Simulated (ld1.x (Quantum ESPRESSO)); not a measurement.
## Ba (Z = 56) TM: all-electron and pseudo phase curves

```json
{"Element": "barium", "Generator": "ld1.x (Quantum ESPRESSO) 7.5", "Type": "norm-conserving Troullier–Martins (Kleinman–Bylander form)", "Functional": "PBE", "Relativity": "scalar-relativistic", "Frozen core": "[Kr] 4d10", "Valence charge": "10", "Reference configuration": "5s2 5p6 5d0 6s0 6p0 (charge +2)", "Partial waves": "5p (bound): rc 3.70 bohr; 5d (bound, empty): rc 4.60 bohr; 5s (bound): rc 2.02 bohr", "Local potential": "the s channel", "Core correction": "a·sin(br)/r model core, default radius (core density twice the valence density)"}
```

The phase is arctan(r·u′/u) with u = r·R(r), unwrapped; energies in Ry, scanned from -5 to 5 Ry. A pole is an energy at which the radial function vanishes at the test radius. The pseudo phase is shifted by a multiple of π to meet the all-electron one at the reference energy, and phase errors are pseudo minus all-electron; the curves can meet again beyond the range given. Levels narrower than the energy grid can be missing from the lists of poles.

```csv
channel,radius (bohr),reference energy (Ry),"poles, all-electron","poles, pseudo",unbroken range about the reference energy with phases within 0.05 rad,phase error 1 Ry above the reference energy (rad)
s,4.98,-3.38,"-3.36, -0.59, 1.82","-3.36, -0.64, 1.55, 4.44",not even at the reference energy,-0.000
p,4.98,-2.27,"-0.11, 2.45","-0.14, 2.36",below -0.8,-0.001
d,4.98,-0.95,"-0.88, 0.85, 3.62","-0.88, 0.93, 3.88",below -0.2,+0.091
```

Phases in the p channel:

| E (Ry) | all-electron | pseudo |
| --- | --- | --- |
| -5.00 | 1.472 | 1.472 |
| -4.48 | 1.465 | 1.465 |
| -3.96 | 1.456 | 1.456 |
| -3.44 | 1.445 | 1.445 |
| -2.92 | 1.429 | 1.429 |
| -2.40 | 1.398 | 1.398 |
| -1.88 | 1.373 | 1.373 |
| -1.36 | 1.280 | 1.279 |
| -0.84 | 0.618 | 0.577 |
| -0.32 | -1.466 | -1.483 |
| 0.20 | -1.666 | -1.683 |
| 0.72 | -1.917 | -2.003 |
| 1.24 | -4.178 | -4.326 |
| 1.76 | -4.600 | -4.622 |
| 2.28 | -4.692 | -4.704 |
| 2.80 | -4.750 | -4.761 |
| 3.32 | -4.820 | -4.836 |
| 3.84 | -5.030 | -5.094 |
| 4.36 | -7.387 | -7.431 |
| 4.88 | -7.733 | -7.730 |
